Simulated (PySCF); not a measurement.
Molecule: Mn(Cp)(CO)3, C8H5MnO3, singlet. Atoms near the plane z = 0.0 Å, at the GFN2-xTB optimised geometry (x, y, z in Å): Mn1 (-0.8, -0.1, 0.0), C2 (1.4, -0.1, 0.0), C5 (0.2, 1.8, 0.0), C6 (0.9, 0.9, -0.8), H7 (2.1, -0.9, -0.3), H10 (-0.2, 2.8, -0.3), C13 (-2.1, 0.5, -1.1), C17 (-0.8, -1.7, -0.8).

Calculation: PBE0/def2-SVP (PySCF 2.14.0). Cells within 0.4 Å of a nucleus heavier than hydrogen are left out (blank, or x). The values are rescaled to run from 0 to 1.

```
|0000000000000000000000000000000|
|0000000000000000000000000000000|
|0000000000000000000000000000000|
|0000000000001566200000000000000|
|0000000000017999720000000000000|
|0000000000049999941000000000000|
|0000000000039999962100000000000|
|0000000000028999964210000000000|
|0000000000015899765410000000000|
|000000000001366xx46520000000000|
|000000000111464xx67521000000000|
|0000000122223664476431100000000|
|0000000245321245444453210000000|
|0000001366322111125776421000000|
|0000001355248761146566531000000|
|000000123216xx82251xx6641000000|
|000000012228xx72261xx8873100000|
|0000000122246751365599997200000|
|0000000122211221245799999400000|
|0000000011256764112699999400000|
|0000000001478885100279997100000|
|0000000001366664100026862000000|
|0000000000144542000001100000000|
|0000000000022321000000000000000|
|0000000000012221000000000000000|
|0000000000012221000000000000000|
|0000000000011210000000000000000|
|0000000000000000000000000000000|
|0000000000000000000000000000000|
|0000000000000000000000000000000|
|0000000000000000000000000000000|
```
Scale: ten equal steps from 0.000 (start of '0') to 1.00 (end of '9'), in the order '0123456789'; x runs from -5.00 to 5.00, y from -5.00 (bottom) to 5.00 (top).

Question: Which quantity is mapped?
A. electron localisation function
B. Laplacian of the electron density
C. an orbital amplitude
D. log10 of the electron density

Answer: A, electron localisation function
